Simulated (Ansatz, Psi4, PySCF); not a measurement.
C₅H₁₄Si₂ (SMILES C[SiH2]/C=C/[SiH](C)C), singlet, at a GFN2-xTB geometry, atoms displaced at random by about 0.03 Å a coordinate. Base run: B3LYP/STO-3G, gradient run with PySCF.

Here is a job for PySCF.
```python
from pyscf import gto, scf, dft

mol = gto.Mole()
mol.atom = '''
    Si    2.498345    0.640625    0.658110
    C     3.796419   -0.574497    0.011318
    C     0.874867    0.430052   -0.217046
    C    -0.259596    0.180062    0.373869
    Si   -1.934162   -0.108470   -0.618393
    C    -2.402205   -1.931022   -0.527226
    C    -3.230676    0.961031    0.318940
    H     2.355356    0.408300    2.099792
    H     3.068203    1.964152    0.486670
    H     3.388571   -1.612911    0.170785
    H     3.942986   -0.490775   -1.046171
    H     4.773741   -0.450039    0.463862
    H     0.943363    0.561782   -1.306058
    H    -0.312952    0.023766    1.370209
    H    -1.704185    0.347675   -1.990419
    H    -3.305839   -2.054594   -1.051442
    H    -2.497681   -2.287591    0.479919
    H    -1.585641   -2.594698   -1.015915
    H    -2.975596    2.016091    0.238643
    H    -4.217079    0.842512   -0.252225
    H    -3.343001    0.682802    1.281988
'''
mol.basis = 'sto-3g'
mol.charge = 0
mol.spin = 0
mol.verbose = 3
mol.build()

mf = dft.RKS(mol)
mf.xc = 'b3lyp'
mf.kernel()
g = mf.nuc_grad_method()
grad = g.kernel()
```

Programs used: Ansatz (a first-principles code), Psi4, PySCF; a row that names a program was run with it.

The coordinate followed is z of atom 8.

Variants of this job, named by their change:

```tsv
change	dE/dx (Eh/bohr)	net force (Eh/bohr)
base	0.010262	0.000020
finite difference step (bohr) = 1e-3; conv_tol = 1e-11	0.010262	-
grids.level = 5; grid_response = on	0.010262	0.000000
grids.level = 1; grid_response = on	0.010221	0.000000
finite difference step (bohr) = 0.2; conv_tol = 1e-11	…	-
code = ansatz	0.010262	0.000000
grid_response = on	0.010262	0.000000
code = psi4	0.010245	0.000039
conv_tol = 1e-11	0.010262	0.000020
grids.level = 5; grid_response = off	0.010262	0.000003
finite difference step (bohr) = 1e-4; conv_tol = 1e-11	0.010263	-
density fitting = on; auxbasis_response = off	0.010148	0.000138
```

Q: What belongs in the gaps?

A: 
- finite difference step (bohr) = 0.2; conv_tol = 1e-11, dE/dx (Eh/bohr): 0.007001

The net force is zero for an exact gradient.
